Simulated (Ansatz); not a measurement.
Reactions of `O[SiH](O)O[Si](F)(F)F`.

Calculated with Ansatz (gas phase, PBE0-D4/def2-TZVP geometries, no zero-point term in ΔE). CBS: MP2 limit from def2 TZ/QZ plus the TZ coupled-cluster correction, frozen cores. This one scheme is used for every species. Open shells (•) are unrestricted, without spin–orbit coupling. Each species was taken in one conformer, which may not be the lowest.

Question: Order these by ΔE at CCSD(T)/CBS, lowest first. (Estimate.)
A. `O[SiH](O)O[Si](F)(F)F` + `C[SiH](O)O` → `C[SiH](O)O[SiH](O)O` + `O[Si](F)(F)F`
B. `O[SiH](O)O[Si](F)(F)F` + `C[SiH2]N` → `C[SiH2]N[SiH](O)O` + `O[Si](F)(F)F`
C. `O[SiH](O)O[Si](F)(F)F` + `[SiH3]S` → `O[SiH](O)S[SiH3]` + `O[Si](F)(F)F`
D. `O[SiH](O)O[Si](F)(F)F` + H₂O → `O[SiH](O)O` + `O[Si](F)(F)F`
E. `O[SiH](O)O[Si](F)(F)F` + `F[Si](F)(F)S` → `F[Si](F)(F)S[Si](F)(F)F` + `O[SiH](O)O`
F. `O[SiH](O)O[Si](F)(F)F` + `C[SiH3]` → `O[SiH](O)[SiH3]` + `CO[Si](F)(F)F`
G. `O[SiH](O)O[Si](F)(F)F` → `[O][SiH](O)O`• + `F[Si](F)F`•

Answer: A (-1.0 kcal/mol), D (+5.4 kcal/mol), B (+13.2 kcal/mol), C (+15.6 kcal/mol), E (+20.2 kcal/mol), F (+59.7 kcal/mol), G (+153.4 kcal/mol).

Largest T1 diagnostic: 0.015, for `[O][SiH](O)O`•.
